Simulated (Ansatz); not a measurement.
Compare A (`CC[SiH](O)F`) with its isomer B (`FCOC[SiH3]`).

Gas-phase electronic energies from Ansatz, PBE0-D4/def2-TZVP geometries. CBS: MP2 limit from def2 TZ/QZ plus the TZ coupled-cluster correction, frozen cores. Functionals use def2-TZVPP. B3LYP here is the variant with VWN-RPA as its local correlation; programs differ in this. Each species was taken in one conformer, which may not be the lowest.

Q: Which isomer does CCSD(T)/CBS put lower? Give the gap. (Best estimate.)

A: Computed: A, by 107.1 kcal/mol.

Q: Give E(B) − E(A) in kcal/mol with ωB97M-V, CCSD(T)/def2-TZVPP, MP2/def2-TZVPP, CCSD/def2-TZVPP, PBE0-D4, B3LYP, r2SCAN-D4. (An estimate is asked.)

A: The calculation gave: ωB97M-V 103.8, CCSD(T)/def2-TZVPP 104.5, MP2/def2-TZVPP 109.9, CCSD/def2-TZVPP 105.4, PBE0-D4 101.4, B3LYP 101.8, r2SCAN-D4 103.6. None reverses the order clearly.

Largest T1 diagnostic: 0.012.

From PBE to PBE0 (25 % exact exchange), in def2-TZVPP and without D4, E(B) − E(A) moves by +3.6 kcal/mol.
